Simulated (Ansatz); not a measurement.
Total energies of C4H12N2Sn, SMILES `C[N](C)[Sn][N](C)C`.

```tsv
atom	x (Å)	y (Å)	z (Å)
C1	0.7659	0.5973	1.6414
N2	-0.5643	0.9025	1.1908
C3	-1.1515	2.0028	1.9088
Sn4	-1.7053	-0.1074	-0.1675
N5	-0.2061	-0.9512	-1.2663
C6	-0.5020	-2.1061	-2.0723
C7	1.1381	-0.4782	-1.4532
H8	1.4881	1.3945	1.4031
H9	1.1278	-0.3293	1.1949
H10	0.7858	0.4683	2.7344
H11	-1.1428	1.8317	2.9962
H12	-0.6178	2.9485	1.7276
H13	-2.1924	2.1564	1.6048
H14	-0.3035	-1.9210	-3.1391
H15	-1.5549	-2.3911	-1.9747
H16	0.0992	-2.9809	-1.7803
H17	1.3536	-0.3333	-2.5230
H18	1.2890	0.4800	-0.9552
H19	1.8932	-1.1833	-1.0704
```

Charge 0, multiplicity 1. Correlated methods include outer-core shells of Sn, which these sets cover unevenly. Sn takes the def2 core potential. The geometry is a stationary point of PBE0-D4/def2-TZVP. It is one conformer, not always the lowest. Basis def2-TZVPP, the Gaussian-basis code of Ansatz.

RPA on PBE orbitals: Hartree–Fock energy of these orbitals -480.70368 Eh, correlation -2.31136 Eh (frozen core).

```tsv
functional	energy without D4 (Eh)	D4 term (kJ/mol)
HSE06 (plane-wave form)	-483.21576	-39.3
BHLYP	-483.30919	-61.1
```

Problem. Give the same for LDA (SPW92), PBE, revPBE, BLYP, r2SCAN, B97M-V, PBE0, B3LYP, r2SCANh, r2SCAN0, CAM-B3LYP, LC-ωPBE, ωB97X-V, ωB97M-V, B2PLYP, PBE-QIDH. (An estimate is asked.)

Solution. Computed: 
```json
{"functional": "LDA (SPW92)", "energy without D4 (Eh)": "-480.81985", "D4 term (kJ/mol)": "–"}
{"functional": "PBE", "energy without D4 (Eh)": "-483.19570", "D4 term (kJ/mol)": "-49.2"}
{"functional": "revPBE", "energy without D4 (Eh)": "-483.51432", "D4 term (kJ/mol)": "-147.9"}
{"functional": "BLYP", "energy without D4 (Eh)": "-483.37392", "D4 term (kJ/mol)": "-106.6"}
{"functional": "r2SCAN", "energy without D4 (Eh)": "-483.47333", "D4 term (kJ/mol)": "-12.8"}
{"functional": "B97M-V", "energy without D4 (Eh)": "-483.53907", "D4 term (kJ/mol)": "–"}
{"functional": "PBE0", "energy without D4 (Eh)": "-483.23297", "D4 term (kJ/mol)": "-42.1"}
{"functional": "B3LYP", "energy without D4 (Eh)": "-483.64033", "D4 term (kJ/mol)": "-78.8"}
{"functional": "r2SCANh", "energy without D4 (Eh)": "-483.44828", "D4 term (kJ/mol)": "-13.6"}
{"functional": "r2SCAN0", "energy without D4 (Eh)": "-483.41271", "D4 term (kJ/mol)": "-15.0"}
{"functional": "CAM-B3LYP", "energy without D4 (Eh)": "-483.39429", "D4 term (kJ/mol)": "-42.9"}
{"functional": "LC-ωPBE", "energy without D4 (Eh)": "-483.41415", "D4 term (kJ/mol)": "–"}
{"functional": "ωB97X-V", "energy without D4 (Eh)": "-483.45505", "D4 term (kJ/mol)": "–"}
{"functional": "ωB97M-V", "energy without D4 (Eh)": "-483.36806", "D4 term (kJ/mol)": "–"}
{"functional": "B2PLYP", "energy without D4 (Eh)": "-483.10751", "D4 term (kJ/mol)": "–"}
{"functional": "PBE-QIDH", "energy without D4 (Eh)": "-483.00059", "D4 term (kJ/mol)": "–"}
```

B3LYP takes the VWN-RPA correlation (the form of Gaussian; ORCA's B3LYP/G). HSE06 is the plane-wave form, built on full-range PBE exchange. The double hybrids freeze the cores in their second-order part.

LC-ωPBE has ω = 0.4 bohr⁻¹.
